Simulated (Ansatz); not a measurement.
```yaml
crystal:
  periodic: [false, false, false]
  atoms:
    - {symbol: Mn, position_ang: [-1.880002, 0.555822, 0.593073]}
    - {symbol: Mn, position_ang: [0.460390, -0.784862, 1.835022]}
    - {symbol: Mn, position_ang: [2.319724, -0.973770, 0.146424]}
    - {symbol: Mn, position_ang: [0.664749, 1.137003, -0.025577]}
    - {symbol: Mn, position_ang: [-0.213499, -1.064058, -0.746754]}
    - {symbol: Mn, position_ang: [-1.351362, 1.129855, -1.802188]}
basis:
  gaussian: {orbitals: def2-TZVP, initial_orbitals: start.molden}
total_charge: 1
magnetization: {spin_polarized: true, initial_magnetization: 23}
hamiltonian: {xc: {name: r2SCAN0}, dispersion: d4}
scf: {omitted_lower_state_checks: [starts]}
output: {orbitals: {seedname: orbitals}}
```

The file start.molden holds the orbitals of an earlier run on this structure, at another level or in another basis.

```sh
$ ansatz run in.yaml --threads 4 --pin off --events-out ev --progress --plain --max-ram 4787MiB
```

Question: Does this run fit into the memory that it is given?

Answer: No. It has 270 basis functions, and Ansatz plans for 4.78 GiB where 4.67 GiB are given.
